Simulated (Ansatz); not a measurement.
C₂H₈GeO₂Si (`O[SiH](O)/C=[CH]\[GeH3]`). Charge 0, multiplicity 1. Correlated methods include outer-core shells of Ge, which these sets cover unevenly. Scalar relativity is left out up to krypton.

```xyz
14

O    -0.2777   -0.1712    2.9002
Si   -0.7982   -0.2997    1.3476
O    -1.0139    1.1556    0.6136
C     0.4436   -1.1879    0.3005
C     0.9093   -0.8311   -0.8998
Ge    0.4446    0.7195   -2.0008
H     0.5949    0.2005    3.0409
H    -2.0855   -1.0229    1.4784
H    -1.7640    1.6917    0.8731
H     0.8365   -2.1129    0.7298
H     1.6500   -1.4811   -1.3674
H     1.1588    0.4944   -3.3503
H     0.9652    2.0320   -1.4003
H    -1.0636    0.8130   -2.2653
```

Give the diagnostics of a CCSD(T)/def2-TZVPP run (frozen core, Ansatz 0.2.0). (Best estimate.)

Computed: T1 = 0.0120, largest single amplitude 0.015, largest double 0.068, (T) share of the correlation energy 3.8 %, 9 CCSD cycles. The RHF solution is unstable towards an unrestricted one. T1 lies under the customary mark of 0.02 for closed shells.
